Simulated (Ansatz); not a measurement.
Isolated molecules relaxed with PBE0-D4/def2-TZVP in Ansatz; ΔE leaves out vibrations. CBS: MP2 limit from def2 TZ/QZ plus the TZ coupled-cluster correction, frozen cores. DFT in def2-TZVPP. Each species was taken in one conformer, which may not be the lowest.

`F[SiH2]O[SiH2]F` → `F[SiH](F)O[SiH3]`  (isomerisation)

```json
{"level": "r2SCAN-D4", "ΔE (kJ/mol)": "-11.8"}
{"level": "SCS-MP2/def2-QZVPP", "ΔE (kJ/mol)": "-8.6"}
```

What does CCSD(T)/CBS give? (An estimate is asked.)

Computed: -10.1 kJ/mol. The listed levels differ from it by -1.7, 1.5 kJ/mol.

What do rigid-rotor, harmonic-oscillator terms from PBE0-D4/def2-TZVP frequencies (298.15 K, 1 bar) make of the CCSD(T)/CBS value? (Best estimate.)

The calculation gave: ΔZPE = -1.5 kJ/mol, ΔH = -11.0 kJ/mol, ΔS = 12 J/(mol·K), ΔG = -14.6 kJ/mol. Modes under 50 cm⁻¹ make the entropy rough.

Largest T1 diagnostic among the species: 0.012.

Leaving LDA and LC-ωPBE aside and taking each functional with its dispersion term where it has one, the values, not all of them listed here, spread over 3.3 kJ/mol, from B97M-V to BLYP-D4.
